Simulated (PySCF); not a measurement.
C₃H₄ClFSi, SMILES C#C[Si@H](Cl)CF. Heavy atoms are numbered as in [CH:1]#[C:2][Si@H:3]([Cl:4])[CH2:5][F:6]. Hydrogens are named by the atom that carries them.

The structure is a stationary point at PBE-D3(BJ)/def2-SVP. The structure was generated by enumeration; whether it is a known compound was not checked. One conformer was computed; it need not be the lowest.

All values below come from PBE/def2-TZVP in PySCF.

ESP charges are fitted to the potential on shells at 1.4 to 2.0 van der Waals radii. Atomic charges (e), one atom of each kind:

```json
[
 {"atom": "C1 (CH)", "Mulliken": "-0.14", "ESP fit": "-0.39", "IAO": "-0.16"},
 {"atom": "C2", "Mulliken": "-0.13", "ESP fit": "0.03", "IAO": "-0.34"},
 {"atom": "Si3 (SiH)", "Mulliken": "0.36", "ESP fit": "0.16", "IAO": "0.93"},
 {"atom": "Cl4", "Mulliken": "-0.22", "ESP fit": "-0.13", "IAO": "-0.30"},
 {"atom": "C5 (CH2)", "Mulliken": "-0.08", "ESP fit": "-0.04", "IAO": "-0.25"},
 {"atom": "F6", "Mulliken": "-0.20", "ESP fit": "-0.17", "IAO": "-0.30"},
 {"atom": "H on C1", "Mulliken": "0.18", "ESP fit": "0.31", "IAO": "0.21"},
 {"atom": "H on Si3", "Mulliken": "0.00", "ESP fit": "0.02", "IAO": "-0.10"},
 {"atom": "H on C5", "Mulliken": "0.12", "ESP fit": "0.11", "IAO": "0.16"}
]
```

Computed Mayer and Wiberg (Löwdin basis) orders of the bonds:
| bond | Mayer | Wiberg |
|---|---|---|
| C1–C2 | 2.63 | 2.97 |
| C2–Si3 | 1.06 | 1.18 |
| Si3–Cl4 | 1.16 | 1.77 |
| Si3–C5 | 0.97 | 1.11 |
| C5–F6 | 0.99 | 1.67 |
